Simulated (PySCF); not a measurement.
B3LYP has the VWN-RPA correlation part, as in Gaussian. Delta-SCF ions had no search for a lower state. Excitations are Tamm–Dancoff values on a coarser integration grid. The basis has no diffuse functions, so Rydberg states are missing or too high.

# [In(Cl)3(pyridine)] (charge 0, multiplicity 1)

Computed with PySCF with B3LYP-D3(BJ)/def2-TZVP // B3LYP-D3(BJ)/def2-SVP.

The HOMO comes out as -8.15 eV and the dipole moment is 8.56 D. The HOMO–LUMO gap is 5.48 eV. The LUMO is -2.67 eV. The S1 excitation (TDA) is 4.86 eV, the S1 oscillator strength is 0.000 and the T1 excitation (TDA) is 4.27 eV. The S1–T1 gap (TDA) is 0.59 eV and the vertical ionisation energy (Delta-SCF) comes out as 10.00 eV. The charge on the central atom (Mulliken) is 0.92 e, the total energy comes out as -1819.4980 Ha and the cost is around 18 core-minutes (rough).

```xyz
15

In     0.0523    -0.1009    -0.0347
Cl    -1.8706    -1.3367     0.6050
Cl     2.0678    -0.6940     1.0497
Cl     0.2732     0.7256    -2.2489
C     -1.1781     4.2645     2.1999
C     -1.6420     3.0516     2.7148
C     -1.3022     1.8718     2.0583
N     -0.5389     1.8787     0.9535
C     -0.0984     3.0391     0.4412
C     -0.3970     4.2592     1.0419
H     -1.4280     5.2064     2.6936
H     -2.2632     3.0138     3.6109
H     -1.6524     0.8926     2.3962
H      0.4881     2.9687    -0.4790
H     -0.0245     5.1858     0.6026
```
Charge 0, spin multiplicity 1.
